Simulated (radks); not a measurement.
Initial-state core-level shifts of the argon ion Ar+ when its valence configuration changes from [Ne] 3s2 3p5. Calculated with a radial shooting solver on a logarithmic mesh with Libxc functionals: scalar-relativistic Kohn-Sham, PBE, spin-polarised, spherical densities, finite nucleus; open shells are filled with parallel spins first; Fermi nuclear charge, rms radius 3.4274 fm. Shifts are changes of the shell-averaged eigenvalues in eV (positive: less bound); the change of the density at the nucleus, which sets a Mossbauer isomer shift, is in e/bohr^3, on a base of 4355.

| valence | 1s | 2s | 2p | density at nucleus |
|---|---|---|---|---|
| 3s1.5 3p5.5 | -0.630 | -0.637 | -0.625 | -8.9137 |
| 3s1 3p6 | -1.255 | -1.268 | -1.245 | -17.8687 |
